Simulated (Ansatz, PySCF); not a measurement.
This Ansatz (a program for electronic structure) input computes a SVWN5/def2-TZVPD energy:

Ansatz 0.2 input:
```yaml
crystal:
  periodic: [false, false, false]
  atoms:
    - {symbol: Pb, position_ang: [-0.00000000, -0.00000000, -1.05929191]}
    - {symbol: I, position_ang: [0.00000000, 0.00000000, 1.63890446]}
basis:
  gaussian:
    orbitals: def2-TZVPD
hamiltonian:
  xc: {name: SVWN5}
total_charge: 1
output: {forces: true}
```

### Question
Write an input for the same energy in PySCF and say what it gives.

### Answer

```python
from pyscf import gto, scf, dft

mol = gto.M(
    atom='''
    Pb   -0.00000000   -0.00000000   -1.05929191
    I     0.00000000    0.00000000    1.63890446
    ''',
    basis='def2-tzvpd',
    ecp='def2-tzvp',
    charge=1,
    spin=0,
    verbose=4,
)

mf = dft.RKS(mol, xc='svwn').density_fit(auxbasis='def2-universal-jkfit')
mf.grids.level = 3
mf.conv_tol = 1e-9
mf.max_cycle = 100
mf.max_memory = 1500
mf.kernel()
if not mf.converged:
    mf = mf.newton()
    mf.kernel(mf.make_rdm1())
mf.analyze()
```
It gives -489.71858 Eh, and Ansatz -489.71858 Eh, a difference of 0.00 mEh.
